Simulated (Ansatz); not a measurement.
Molecular dynamics of H8OSi3

The input (input.yaml):

```yaml
crystal:
  periodic: [false, false, false]
  atoms:
    - { symbol: Si, position_ang: [-0.434638, 0.222481, 0.473912] }
    - { symbol: Si, position_ang: [1.368437, 0.065939, 2.081025] }
    - { symbol: H, position_ang: [0.690733, -0.496386, 3.302535] }
    - { symbol: H, position_ang: [2.687134, -0.670411, 2.037066] }
    - { symbol: H, position_ang: [1.620697, 1.536049, 2.207193] }
    - { symbol: H, position_ang: [1.307229, -0.072739, 0.394989] }
    - { symbol: H, position_ang: [0.059927, 1.05309, -0.694424] }
    - { symbol: O, position_ang: [-0.981633, -1.20041, -0.251948] }
    - { symbol: Si, position_ang: [-1.883982, -2.513496, 0.263879] }
    - { symbol: H, position_ang: [-2.074069, -2.497452, 1.755257] }
    - { symbol: H, position_ang: [-3.227958, -2.487709, -0.399183] }
    - { symbol: H, position_ang: [-1.172476, -3.774253, -0.123003] }
basis:
  gaussian: { orbitals: "6-31G*" }
hamiltonian:
  xc: pbe
md:
  timestep: 0.5
  n_steps: 200
  ensemble: nve
  temperature: 300.0
  initial_velocities: maxwell_boltzmann
  seed: 8409
```

Launched with:

```bash
$ ansatz run input.yaml --threads 2 --pin off --max-ram 3072MiB --backend cpu --events-out ev --progress --plain --runs-dir out
```

It starts at the highest image of a converged band. Of that band: A vibrational analysis at the climbing image gives one clearly imaginary mode, 342i cm⁻¹, and a faint second one (24i cm⁻¹) that may be numerical noise or a soft torsion: probably a first-order saddle point.

Output, in part (one step line in 4, the closing report, with atoms numbered from 0):

```
md step     0: t =     0.00 fs  T =   300.0 K  F+E_penalty+E_count = -25793.20367310 eV  E_kin = 0.387780 eV  conserved = -25792.81589311 eV  (28 SCF iters)
md step     4: t =     2.00 fs  T =   234.4 K  F+E_penalty+E_count = -25793.11806492 eV  E_kin = 0.302924 eV  conserved = -25792.81514091 eV  (30 SCF iters)
md step     8: t =     4.00 fs  T =   153.2 K  F+E_penalty+E_count = -25793.01245962 eV  E_kin = 0.197972 eV  conserved = -25792.81448777 eV  (24 SCF iters)
md step    12: t =     6.00 fs  T =   163.2 K  F+E_penalty+E_count = -25793.02603165 eV  E_kin = 0.210990 eV  conserved = -25792.81504173 eV  (31 SCF iters)
md step    16: t =     8.00 fs  T =   182.5 K  F+E_penalty+E_count = -25793.05133693 eV  E_kin = 0.235932 eV  conserved = -25792.81540466 eV  (30 SCF iters)
md step    20: t =    10.00 fs  T =   146.7 K  F+E_penalty+E_count = -25793.00458689 eV  E_kin = 0.189583 eV  conserved = -25792.81500406 eV  (30 SCF iters)
md step    24: t =    12.00 fs  T =   128.4 K  F+E_penalty+E_count = -25792.98046185 eV  E_kin = 0.166004 eV  conserved = -25792.81445820 eV  (30 SCF iters)
md step    28: t =    14.00 fs  T =   205.6 K  F+E_penalty+E_count = -25793.08098176 eV  E_kin = 0.265729 eV  conserved = -25792.81525293 eV  (30 SCF iters)
md step    32: t =    16.00 fs  T =   255.5 K  F+E_penalty+E_count = -25793.14598868 eV  E_kin = 0.330229 eV  conserved = -25792.81575986 eV  (29 SCF iters)
md step    36: t =    18.00 fs  T =   200.3 K  F+E_penalty+E_count = -25793.07381635 eV  E_kin = 0.258931 eV  conserved = -25792.81488490 eV  (30 SCF iters)
md step    40: t =    20.00 fs  T =   169.5 K  F+E_penalty+E_count = -25793.03382025 eV  E_kin = 0.219117 eV  conserved = -25792.81470341 eV  (31 SCF iters)
md step    44: t =    22.00 fs  T =   201.5 K  F+E_penalty+E_count = -25793.07563027 eV  E_kin = 0.260453 eV  conserved = -25792.81517735 eV  (29 SCF iters)
md step    48: t =    24.00 fs  T =   217.6 K  F+E_penalty+E_count = -25793.09663747 eV  E_kin = 0.281295 eV  conserved = -25792.81534204 eV  (30 SCF iters)
md step    52: t =    26.00 fs  T =   184.0 K  F+E_penalty+E_count = -25793.05297692 eV  E_kin = 0.237855 eV  conserved = -25792.81512214 eV  (30 SCF iters)
md step    56: t =    28.00 fs  T =   150.1 K  F+E_penalty+E_count = -25793.00858663 eV  E_kin = 0.193999 eV  conserved = -25792.81458798 eV  (30 SCF iters)
md step    60: t =    30.00 fs  T =   193.2 K  F+E_penalty+E_count = -25793.06484340 eV  E_kin = 0.249684 eV  conserved = -25792.81515968 eV  (30 SCF iters)
md step    64: t =    32.00 fs  T =   228.9 K  F+E_penalty+E_count = -25793.11142928 eV  E_kin = 0.295900 eV  conserved = -25792.81552881 eV  (30 SCF iters)
md step    68: t =    34.00 fs  T =   200.0 K  F+E_penalty+E_count = -25793.07343962 eV  E_kin = 0.258537 eV  conserved = -25792.81490223 eV  (29 SCF iters)
md step    72: t =    36.00 fs  T =   190.3 K  F+E_penalty+E_count = -25793.06092964 eV  E_kin = 0.245935 eV  conserved = -25792.81499490 eV  (30 SCF iters)
md step    76: t =    38.00 fs  T =   198.5 K  F+E_penalty+E_count = -25793.07170865 eV  E_kin = 0.256607 eV  conserved = -25792.81510128 eV  (30 SCF iters)
md step    80: t =    40.00 fs  T =   202.9 K  F+E_penalty+E_count = -25793.07729363 eV  E_kin = 0.262204 eV  conserved = -25792.81508971 eV  (30 SCF iters)
md step    84: t =    42.00 fs  T =   201.5 K  F+E_penalty+E_count = -25793.07558754 eV  E_kin = 0.260426 eV  conserved = -25792.81516104 eV  (30 SCF iters)
md step    88: t =    44.00 fs  T =   194.7 K  F+E_penalty+E_count = -25793.06659741 eV  E_kin = 0.251676 eV  conserved = -25792.81492191 eV  (30 SCF iters)
md step    92: t =    46.00 fs  T =   214.3 K  F+E_penalty+E_count = -25793.09214462 eV  E_kin = 0.276970 eV  conserved = -25792.81517429 eV  (29 SCF iters)
md step    96: t =    48.00 fs  T =   228.2 K  F+E_penalty+E_count = -25793.11010585 eV  E_kin = 0.294911 eV  conserved = -25792.81519470 eV  (30 SCF iters)
md step   100: t =    50.00 fs  T =   230.6 K  F+E_penalty+E_count = -25793.11309310 eV  E_kin = 0.298113 eV  conserved = -25792.81498055 eV  (30 SCF iters)
md step   104: t =    52.00 fs  T =   244.7 K  F+E_penalty+E_count = -25793.13157058 eV  E_kin = 0.316354 eV  conserved = -25792.81521691 eV  (30 SCF iters)
md step   108: t =    54.00 fs  T =   238.7 K  F+E_penalty+E_count = -25793.12360489 eV  E_kin = 0.308530 eV  conserved = -25792.81507513 eV  (30 SCF iters)
md step   112: t =    56.00 fs  T =   229.8 K  F+E_penalty+E_count = -25793.11198960 eV  E_kin = 0.297045 eV  conserved = -25792.81494423 eV  (30 SCF iters)
md step   116: t =    58.00 fs  T =   238.0 K  F+E_penalty+E_count = -25793.12281539 eV  E_kin = 0.307642 eV  conserved = -25792.81517389 eV  (28 SCF iters)
md step   120: t =    60.00 fs  T =   237.3 K  F+E_penalty+E_count = -25793.12184117 eV  E_kin = 0.306715 eV  conserved = -25792.81512604 eV  (30 SCF iters)
md step   124: t =    62.00 fs  T =   233.6 K  F+E_penalty+E_count = -25793.11710217 eV  E_kin = 0.302003 eV  conserved = -25792.81509930 eV  (30 SCF iters)
md step   128: t =    64.00 fs  T =   239.9 K  F+E_penalty+E_count = -25793.12511020 eV  E_kin = 0.310135 eV  conserved = -25792.81497505 eV  (30 SCF iters)
md step   132: t =    66.00 fs  T =   267.4 K  F+E_penalty+E_count = -25793.16079761 eV  E_kin = 0.345634 eV  conserved = -25792.81516375 eV  (30 SCF iters)
md step   136: t =    68.00 fs  T =   284.6 K  F+E_penalty+E_count = -25793.18309422 eV  E_kin = 0.367861 eV  conserved = -25792.81523338 eV  (30 SCF iters)
md step   140: t =    70.00 fs  T =   277.9 K  F+E_penalty+E_count = -25793.17422558 eV  E_kin = 0.359249 eV  conserved = -25792.81497627 eV  (29 SCF iters)
md step   144: t =    72.00 fs  T =   285.4 K  F+E_penalty+E_count = -25793.18387627 eV  E_kin = 0.368856 eV  conserved = -25792.81502028 eV  (30 SCF iters)
md step   148: t =    74.00 fs  T =   301.7 K  F+E_penalty+E_count = -25793.20532664 eV  E_kin = 0.390041 eV  conserved = -25792.81528544 eV  (30 SCF iters)
md step   152: t =    76.00 fs  T =   291.1 K  F+E_penalty+E_count = -25793.19147374 eV  E_kin = 0.376259 eV  conserved = -25792.81521512 eV  (29 SCF iters)
md step   156: t =    78.00 fs  T =   262.2 K  F+E_penalty+E_count = -25793.15406274 eV  E_kin = 0.338946 eV  conserved = -25792.81511670 eV  (29 SCF iters)
md step   160: t =    80.00 fs  T =   241.6 K  F+E_penalty+E_count = -25793.12721269 eV  E_kin = 0.312284 eV  conserved = -25792.81492879 eV  (29 SCF iters)
md step   164: t =    82.00 fs  T =   249.3 K  F+E_penalty+E_count = -25793.13738940 eV  E_kin = 0.322242 eV  conserved = -25792.81514744 eV  (29 SCF iters)
md step   168: t =    84.00 fs  T =   253.7 K  F+E_penalty+E_count = -25793.14295321 eV  E_kin = 0.327899 eV  conserved = -25792.81505446 eV  (29 SCF iters)
md step   172: t =    86.00 fs  T =   262.1 K  F+E_penalty+E_count = -25793.15371068 eV  E_kin = 0.338784 eV  conserved = -25792.81492661 eV  (29 SCF iters)
md step   176: t =    88.00 fs  T =   290.6 K  F+E_penalty+E_count = -25793.19084695 eV  E_kin = 0.375664 eV  conserved = -25792.81518332 eV  (29 SCF iters)
md step   180: t =    90.00 fs  T =   305.2 K  F+E_penalty+E_count = -25793.20969080 eV  E_kin = 0.394490 eV  conserved = -25792.81520032 eV  (29 SCF iters)
md step   184: t =    92.00 fs  T =   305.2 K  F+E_penalty+E_count = -25793.20968192 eV  E_kin = 0.394560 eV  conserved = -25792.81512171 eV  (29 SCF iters)
md step   188: t =    94.00 fs  T =   303.2 K  F+E_penalty+E_count = -25793.20716684 eV  E_kin = 0.391917 eV  conserved = -25792.81524935 eV  (29 SCF iters)
md step   192: t =    96.00 fs  T =   284.3 K  F+E_penalty+E_count = -25793.18266671 eV  E_kin = 0.367516 eV  conserved = -25792.81515067 eV  (29 SCF iters)
md step   196: t =    98.00 fs  T =   257.4 K  F+E_penalty+E_count = -25793.14770519 eV  E_kin = 0.332666 eV  conserved = -25792.81503962 eV  (29 SCF iters)
md step   200: t =   100.00 fs  T =   241.6 K  F+E_penalty+E_count = -25793.12711039 eV  E_kin = 0.312245 eV  conserved = -25792.81486538 eV  (27 SCF iters)
Total energy: -25793.12715832 eV, -947.8799398589 hartree
Atom 0 at    -0.765966     0.335525     0.156068 Å, force    -0.181308     0.234889     0.577017 eV/Å
Atom 1 at     1.789252     0.050769     2.397139 Å, force     1.185621     0.123988    -0.338718 eV/Å
Atom 2 at     0.765461    -0.816817     3.071890 Å, force     0.177182    -0.114641    -0.246843 eV/Å
Atom 3 at     3.290514    -0.358298     2.704393 Å, force    -1.221577     0.070096    -0.254605 eV/Å
Atom 4 at     1.642576     1.429006     2.904502 Å, force    -0.109054     0.340441     0.229277 eV/Å
Atom 5 at     1.675188     0.235731     0.858888 Å, force    -0.102615    -0.433063     0.566889 eV/Å
Atom 6 at     0.105761     0.768099    -1.030104 Å, force     0.158050    -0.084057    -0.305044 eV/Å
Atom 7 at    -1.115848    -1.232277    -0.327406 Å, force     0.030909    -0.295521    -0.132395 eV/Å
Atom 8 at    -1.932507    -2.584691     0.261508 Å, force    -0.508627     0.185406    -0.478809 eV/Å
Atom 9 at    -2.679394    -2.319423     1.533453 Å, force     0.058185     0.081961     0.116100 eV/Å
Atom 10 at    -3.014569    -2.938277    -0.783010 Å, force     0.676347    -0.057966     0.437555 eV/Å
Atom 11 at    -0.905383    -3.647361     0.532349 Å, force    -0.163114    -0.051533    -0.170424 eV/Å
Dipole moment:     0.023647    -0.192953     0.113669 e Å
```

All steps were run. The conserved energy stayed within 0.12 meV per atom of its start (net change 0.086 meV per atom), so the integration is sound. A run of 0.1 ps of so small a system gives no equilibrium averages. The orbitals stay closed-shell, which can raise the energy where a bond breaks towards radicals; this wasn't checked here.

Between its relaxed ends the band would form Si2–H6 and break Si1–Si2, Si1–H6. These pairs go: Si2–H6 1.69 → 1.55 Å, Si1–Si2 2.42 → 3.41 Å, Si1–H6 1.77 → 2.54 Å. In the last frame they stand as after the step (other bonds may differ from the relaxed reactants and products). It ends as H4OSi2 + H4Si. Pairs count as bonded within 1.25 times the sum of covalent radii (0.12 Å more for H–H).

Last frame:

```xyz
12
Properties=species:S:1:pos:R:3
Si -0.766 0.336 0.156
Si 1.789 0.051 2.397
H 0.765 -0.817 3.072
H 3.291 -0.358 2.704
H 1.643 1.429 2.905
H 1.675 0.236 0.859
H 0.106 0.768 -1.030
O -1.116 -1.232 -0.327
Si -1.933 -2.585 0.262
H -2.679 -2.319 1.534
H -3.015 -2.938 -0.783
H -0.905 -3.647 0.532
```

The run took 6 min on 2 threads of Arm Neoverse V2 (shared host), peak memory 0.13 GiB.
